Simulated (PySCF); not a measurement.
Delta-SCF ions had no search for a lower state. Excitations are Tamm–Dancoff values on a coarser integration grid. The basis has no diffuse functions, so Rydberg states are missing or too high.

Cartesian coordinates (Å):
```xyz
13

C     -1.9706     0.3351    -0.2673
C     -0.5167     0.2733     0.0559
O     -0.0576     1.2757     0.8519
C      0.3388    -0.6619    -0.3644
Si     2.1353    -0.6679     0.0826
H     -2.2109     1.2706    -0.7842
H     -2.2659    -0.4954    -0.9054
H     -2.5707     0.2976     0.6485
H     -0.7746     1.8732     1.0776
H     -0.0669    -1.4429    -0.9967
H      2.7776    -1.8481    -0.5576
H      2.3467    -0.7656     1.5527
H      2.8355     0.5562    -0.3936
```
Charge 0, multiplicity 1.

**Question.** What T1 excitation (TDA), brightest of the four lowest singlets (TDA), vertical ionisation energy (Delta-SCF), total energy, dipole moment, S1–T1 gap (TDA), HOMO–LUMO gap and LUMO does PBE0-D3(BJ)/def2-TZVP run with PySCF give?

**Answer.** 
```
Quantity                                            Value
-------------------------------------------  ------------
T1 excitation (TDA)                               4.01 eV
brightest of the four lowest singlets (TDA)       6.58 eV
vertical ionisation energy (Delta-SCF)            8.69 eV
total energy                                 -483.5709 Ha
dipole moment                                      3.50 D
S1–T1 gap (TDA)                                   1.96 eV
HOMO–LUMO gap                                     6.80 eV
LUMO                                              0.09 eV
```
